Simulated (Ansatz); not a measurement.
Cost and result up the ladder for the cluster Al4P3 (7 atoms). Total charge 0; doublet. Geometry: B3LYP-D4/def2-SVP.

```xyz
7

Al   -0.468    0.156    1.129
Al   -0.396   -2.391    0.308
Al    0.795    2.992   -1.048
Al    0.589   -0.872   -1.629
P    -0.820    1.025   -0.999
P    -1.160   -1.668    2.273
P     1.460    0.758   -0.034
```

Ansatz on 4 threads of Intel Xeon on a shared host. Times are rough, and most runs start from the orbitals of an earlier one. PBE0-D4/def2-TZVP serves as the yardstick here, not as an exact answer. Differences are given only for rows in sets of like size (and for xTB, whose basis is part of the method), since another set adds its own error. Binding counts from free atoms at the same level (Al doublet, P quartet; other spins of the atoms weren't run), without zero-point energy or a counterpoise term.

Correlated methods freeze 35 core orbitals. The rows differ in basis, and correlated rows in double-zeta sets carry the largest basis error. Another isomer (doublet) lies 0.53 eV lower at PBE0-D4/def2-TZVP; other spin states weren't run for this one.

Correlated methods converge slowly with the basis, most of all in double-zeta sets.

```json
{"level": "PBE-D4/def2-TZVP (with forces)", "functions": "259", "wall time": "26 s", "binding energy per atom (eV)": "2.77", "difference from PBE0-D4/def2-TZVP (eV)": "0.11", "remarks": "–"}
{"level": "r2SCAN-D4/def2-TZVP", "functions": "259", "wall time": "49 s", "binding energy per atom (eV)": "2.68", "difference from PBE0-D4/def2-TZVP (eV)": "0.03", "remarks": "–"}
{"level": "CCSD(T)/def2-SVP", "functions": "126", "wall time": "52 s", "binding energy per atom (eV)": "2.14", "difference from PBE0-D4/def2-TZVP (eV)": "–", "remarks": "spin-contaminated (⟨S²⟩ 0.93)"}
{"level": "BHLYP-D4/def2-TZVP", "functions": "259", "wall time": "54 s", "binding energy per atom (eV)": "2.38", "difference from PBE0-D4/def2-TZVP (eV)": "-0.28", "remarks": "–"}
{"level": "PBE0-D4/def2-TZVP", "functions": "259", "wall time": "68 s", "binding energy per atom (eV)": "2.66", "difference from PBE0-D4/def2-TZVP (eV)": "0.00", "remarks": "–"}
```
